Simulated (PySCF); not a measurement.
## How methods differ on the excitation energy of Sr⁺

Sr⁺ [Kr] 5s1 (2S) → Sr⁺ [Kr] 5p1 (2P), as a difference of total energies. Calculation: PySCF 2.14, in aug-cc-pVDZ-X2C; the spin-free X2C one-electron Hamiltonian (Gaussian nucleus). The calculations carry no spin-orbit coupling.

```tsv
method	excitation energy (eV)	error (eV)
UHF	2.765	-0.242
LDA	2.899	-0.108
PBE	2.720	-0.287
PBE0	2.740	-0.267
r2SCAN	2.657	-0.350
LC-wPBE	2.816	-0.191
wB97M-V	2.882	-0.125
M06-2X	2.803	-0.204
wB97X	2.789	-0.218
```

Reference: 3.007 eV (measured; NIST levels, between the centres of gravity of the two terms).
